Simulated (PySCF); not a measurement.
NaSn⁺: from constants to spectrum

UHF-CCSD(T) constants of NaSn⁺, ³Π (triplet), unpaired electrons σ ↑, π ↑ (PySCF, scalar-relativistic core potentials, basis sets Na cc-pVDZ, Sn cc-pVDZ-PP with ECP28; masses 22.9898 and 119.9022 u):

| Item | Value |
| --- | --- |
| ωe | 113.6 cm⁻¹ |
| ωexe | 0.63 cm⁻¹ |
| Be | 0.074616 cm⁻¹ |
| αe | 0.000588 cm⁻¹ |
| D (centrifugal) | 1.29e-07 cm⁻¹ |
| De to Na⁺ + Sn | 0.56 eV |

(1) Give the vibrational terms G(v) and spacings up to v = 6.

(2) How well does the Morse estimate ωe²/(4ωexe) reproduce De, and what is D0?

Correlated steps freeze 5 core orbitals. Correlated levels converge slowly with the basis: in double zeta they bind strong bonds too weakly, by up to about 1 eV, and carry superposition errors of some tenths. Spin–orbit coupling is left out, which matters for elements this heavy, above all for dissociation energies. For an ion De counts to the pair picked by the measured ionisation energies or electron affinities, which need not be the lowest pair at this level. The state was picked by a PBE0 search and need not be the measured ground state.

Results:

(1) G(v) = ωe(v+½) − ωexe(v+½)².

```csv
v,G(v) (cm⁻¹),G(v) − G(v−1),Bv (cm⁻¹)
0,56.6,,0.07432
1,169.0,112.3,0.07373
2,280.1,111.1,0.07315
3,389.9,109.8,0.07256
4,498.4,108.6,0.07197
5,605.7,107.3,0.07138
6,711.8,106.0,0.07079
```

(2) It gives 0.63 eV, 113 % of the computed De. D0 = De − G(0) = 0.56 − 0.01 = 0.55 eV.
